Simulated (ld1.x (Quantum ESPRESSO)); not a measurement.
phosphorus (P): from the effect back to the setting (ultrasoft)

Base potential:

| Quantity | Value |
| --- | --- |
| Element | P |
| Generator | ld1.x (Quantum ESPRESSO) 7.5 |
| Type | ultrasoft |
| Functional | BLYP |
| Relativity | scalar-relativistic |
| Frozen core | [Ne] |
| Valence charge | 5 |
| Reference configuration | 3s2 3p1 (charge +2) |
| Partial waves | 3s (bound): rcut 1.20, rcutus 1.45 bohr; 3s channel at 0.4 Ry: rcut 1.20, rcutus 1.45 bohr; 3p (bound): rcut 1.55, rcutus 1.70 bohr; 3p channel at -1.45 Ry: rcut 1.55, rcutus 1.70 bohr; 3d channel at -0.05 Ry: rc 1.60 bohr |
| Local potential | the d channel |
| Core correction | a·sin(br)/r model core inside 0.90 bohr |
| Augmentation charge | PSQ, radius 1.20 bohr |

Cutoffs, loose and tight: the cutoffs (Ry, on a coarse ladder) from which the occupation-weighted sum of valence levels, in a spherical-Bessel basis at the reference potential, stays within 10 and 1 mRy of its value at 400 Ry. They do not see the model core or the augmentation charge, which bear on the density cutoff. Test errors are all-electron minus pseudo excitation energies from the reference, over the configurations 3s2 3p3; 3s2 3p2; 3s2 3p0; 3s1 3p3; 3s1 3p0; 3s2 3p3.3; 3s1 3p4; variants that change the core or the reference have their own tests.

Only the scale of all radii but the core radius (base = 1) is moved (3 further runs of the sweep failed or gave no value and are left out):

```tsv
scale of all radii but the core radius (base = 1)	cutoff, loose	cutoff, tight	bound ghosts	largest test error (meV)
0.91	21 Ry	40 Ry	s	-29
0.99	18 Ry	30 Ry	none	-13
1.14	12 Ry	21 Ry	none	+12
1.24	12 Ry	18 Ry	none	+28
1.32	10 Ry	15 Ry	none	+41
```

One more run gave cutoff, loose: 15 Ry; cutoff, tight: 25 Ry; bound ghosts: none; largest test error (meV): +11. Which value of the scale of all radii but the core radius (base = 1) was used?

1.07. The tight cutoff moves one way along this sweep, from 40 Ry at 0.91 to 15 Ry at 1.32, which places the run between 0.99 and 1.14.
